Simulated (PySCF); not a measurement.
**From computed data to an observable: chemical shift, span and skew from a shielding tensor**

C3H3, SMILES C#C[CH2] (connectivity only; charge and spin as stated), charge +1, multiplicity 1. Atoms are numbered in the order given.

```xyz
6

C      0.0000     0.0000    -1.3280
C      0.0000     0.0000    -0.1040
C      0.0000     0.0000     1.2357
H      0.0000     0.0000    -2.4040
H      0.0000    -0.9387     1.7910
H      0.0000     0.9387     1.7910
```
Charge +1, spin multiplicity 1.

The structure is a stationary point at PBE0-D3(BJ)/def2-TZVP. The spin state was assumed, not searched. The isomer is the one that the SMILES or the coordinates give; other isomers of the formula were not compared.

GIAO shieldings from HF/pcSseg-2 (PySCF), non-relativistic, no solvent. The symmetric part of the tensor of C1 has the principal values -656.3, -68.2, 41.0 ppm. The same nucleus in TMS has σ = 193.3 ppm at this level (PySCF, at its B3LYP-D3(BJ)/def2-TZVP geometry).

Question: Work out the isotropic shielding, the ¹³C shift against TMS, the span and the skew.

Answer: 
σ(iso) = (σ11 + σ22 + σ33)/3 = -227.8 ppm. δ = σ(ref) − σ(iso) = 193.3 − (-227.8) = 421.1 ppm.
Span Ω = σ33 − σ11 = 697.3 ppm. Skew κ = 3(σ(iso) − σ22)/Ω = -0.69. Tumbling in solution averages the tensor to δ; in a static solid the shielding alone would spread this spin-1/2 line over Ω.
